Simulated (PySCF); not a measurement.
BrClFHOSi, SMILES O[Si](F)(Cl)Br. Atoms are numbered in the order given.

```xyz
6

O     -1.6339    -1.1754    -0.4890
Si    -0.2674    -0.6066     0.2051
F     -0.3172    -0.7943     1.8049
Cl     1.2960    -1.6926    -0.5164
Br     0.0021     1.5561    -0.1717
H     -2.4382    -0.6462    -0.4156
```

Geometry: B3LYP-D3(BJ)/def2-SVP. Other conformers were not sampled.

All values below come from PBE/def2-TZVP (PySCF).

ESP charges are fitted to the potential on shells at 1.4 to 2.0 van der Waals radii. Atomic charges (e):

```tsv
atom	IAO	Mulliken	ESP fit	Löwdin
O1	-0.76	-0.43	-0.44	-0.07
Si2	1.37	0.67	0.17	-0.70
F3	-0.50	-0.24	-0.11	0.04
Cl4	-0.26	-0.16	0.01	0.30
Br5	-0.23	-0.16	-0.04	0.23
H6	0.39	0.33	0.42	0.19
```

Computed Mayer and Wiberg (Löwdin basis) orders of the bonds:
```csv
bond,Mayer,Wiberg
O1–Si2,1.30,1.75
Si2–F3,1.18,1.74
Si2–Cl4,1.24,1.89
Si2–Br5,1.18,1.78
O1–H6,0.86,1.00
```
